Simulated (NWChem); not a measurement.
C3H8N2Si; SMILES CC#C[SiH](N)N

```xyz
14

C      0.0617    -3.4205     0.1532
C      0.0330    -1.9779    -0.0120
C      0.0100    -0.7655    -0.1499
Si     0.0214     1.0631    -0.3842
N     -1.4522     1.6035     0.3259
N      1.3071     1.9353     0.3631
H      1.0873    -3.7771     0.3383
H     -0.5624    -3.7362     1.0041
H     -0.3135    -3.9311    -0.7478
H      0.2223     1.3064    -1.8478
H     -2.2621     0.9952     0.3269
H     -1.7129     2.5817     0.2775
H      1.4302     1.8811     1.3685
H      2.1988     2.0086    -0.1129
```
Atoms are numbered in this order, from 1.

Computed with NWChem. Medium grid unless said otherwise, to which SCAN and Minnesota functionals are sensitive. Structure relaxed at the PBE0/def2-SVP level. Hybrids' shares of exact exchange are those that their runs print; pure functionals count as 0. The functionals differ in more than this share.

| row | share of exact exchange | orbital gap (eV) |
|---|---|---|
| PBE/def2-SVP | 0.00 | 5.24 |
| TPSSh/def2-SVP | 0.10 | withheld |
| B3LYP/def2-SVP | 0.20 | 7.16 |
| PBE0/def2-SVP | 0.25 | 7.62 |
| M06-2X/def2-SVP | 0.54 | 9.87 |

**Question.** Fit a straight line of the last column on the one before it, predict the withheld value, and compare with the run.

**Answer.** 
1. Means of the 4 shown rows: x = 0.247, y = 7.473. Slope Σ(x − x̄)(y − ȳ)/Σ(x − x̄)² = 1.269/0.1491 = 8.513; intercept 5.366.
2. The shown rows scatter about the line by 0.110 (root mean square); the largest residual is -0.13, at PBE/def2-SVP.
3. At x = 0.10 (TPSSh/def2-SVP; inside the shown range) the line gives 6.22.
4. The run gives 6.45, +0.23 from the line, 2.1 times the scatter.
